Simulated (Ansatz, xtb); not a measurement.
Two structures of C4H13BO

We compare X, `C[BH2-][OH+]C(C)C`, a singlet, with Y, a singlet given by its coordinates. Both are isolated molecules in the gas phase, relaxed with PBE0-D4/def2-SVP; the shapes shown needn't be the lowest conformers.

X (Å):

```xyz
19

C    -1.4662    0.5442    2.0782
C    -1.0692   -0.1470   -1.7867
C    -2.4164   -0.6440   -2.2639
C    -0.4048    0.8382   -2.7232
B    -1.2183   -0.4826    0.8764
O    -1.1854    0.4697   -0.4828
H    -2.4315    1.0818    2.0176
H    -1.5002   -0.0226    3.0238
H    -0.6666    1.2965    2.1873
H    -0.1129   -1.0071    0.8350
H    -2.1352   -1.2760    0.6759
H    -1.9276    1.0903   -0.4622
H    -0.4005   -0.9984   -1.5936
H    -2.8629   -1.3222   -1.5242
H    -2.3051   -1.1864   -3.2140
H    -3.1080    0.1972   -2.4424
H    -0.2164    0.3677   -3.6993
H    -1.0460    1.7184   -2.8950
H     0.5544    1.1807   -2.3105
```

Y (Å):

```tsv
atom	x (Å)	y (Å)	z (Å)
C	-0.7508	-1.5243	-1.1470
C	0.1954	0.9250	0.8207
C	-1.0311	1.5852	-1.5245
C	1.6795	1.5440	-1.3726
B	0.2793	1.0217	-0.7779
O	0.3751	-0.6705	-1.2781
H	-0.4665	-2.5557	-1.4021
H	-1.0567	-1.4848	-0.0954
H	-1.5887	-1.1913	-1.7776
H	0.6823	-0.6465	-2.1937
H	0.2219	1.9484	1.2338
H	1.0464	0.3831	1.2664
H	-0.7370	0.4724	1.2018
H	-1.0914	2.6721	-1.3410
H	-1.9826	1.1633	-1.1567
H	-1.0086	1.4659	-2.6234
H	1.7840	2.6195	-1.1491
H	1.7593	1.4610	-2.4736
H	2.5567	1.0427	-0.9296
```

Close contacts (Å): C1–O6 1.42, C2–B5 1.60, C3–B5 1.61, C4–B5 1.61, B5–O6 1.77, C1–H7 1.10, C1–H8 1.10, C1–H9 1.10, C2–H11 1.10, C2–H12 1.10, C2–H13 1.10, C3–H14 1.10, C3–H15 1.10, C3–H16 1.11, C4–H17 1.10, C4–H18 1.11, C4–H19 1.10, O6–H10 0.97.

Q: Estimate which is lower in electronic energy at CCSD(T)/def2-SVP + ΔMP2/def2-TZVPP, and by roughly how much.

A: The CCSD(T)/def2-SVP + ΔMP2/def2-TZVPP calculation puts structure Y lower, by 40.4 kJ/mol.

How the difference moves with the method:

```tsv
level	geometry	E(Y) − E(X) (kJ/mol)	departure from the last row (kJ/mol)	job, with rough time for the two
GFN2-xTB	GFN2-xTB	+61.2	+101.6	optimisation, 0.21 s
HF/STO-3G	GFN2-xTB	−17.0	+23.4	single point, 0.58 s
r2SCAN-D4/def2-SVP	GFN2-xTB	−42.8	−2.3	single point, 7.2 s
PBE0-D4/def2-SVP	PBE0-D4/def2-SVP	−37.8	+2.6	optimisation, 2.1 min
HF/def2-SVP	PBE0-D4/def2-SVP	−33.5	+6.9	part of the CCSD(T) run
MP2/def2-SVP	PBE0-D4/def2-SVP	−37.8	+2.7	part of the CCSD(T) run
CCSD(T)/def2-SVP	PBE0-D4/def2-SVP	−35.0	+5.4	single point
CCSD(T)/def2-SVP + ΔMP2/def2-TZVPP	PBE0-D4/def2-SVP	−40.4		single point, 2.7 min
```

GFN2-xTB puts the two in the other order. The largest departure from CCSD(T)/def2-SVP + ΔMP2/def2-TZVPP is that of GFN2-xTB, 101.6 kJ/mol. The last row adds to CCSD(T) the change of the MP2 difference between the two basis sets, here −5.4 kJ/mol.

With thermal terms from frequencies at re-optimised GFN2-xTB minima (ideal gas, soft modes damped towards free rotors, one conformer each, 298.15 K, 1 atm): the zero-point term adds +1.7 kJ/mol; ΔH is −36.5 and ΔG −40.1 kJ/mol.

The correlated steps freeze 6 core orbitals. Programs: Ansatz 0.2.0, xtb 6.7.1; the last row on 2 threads of Arm Neoverse V1 on a shared host.
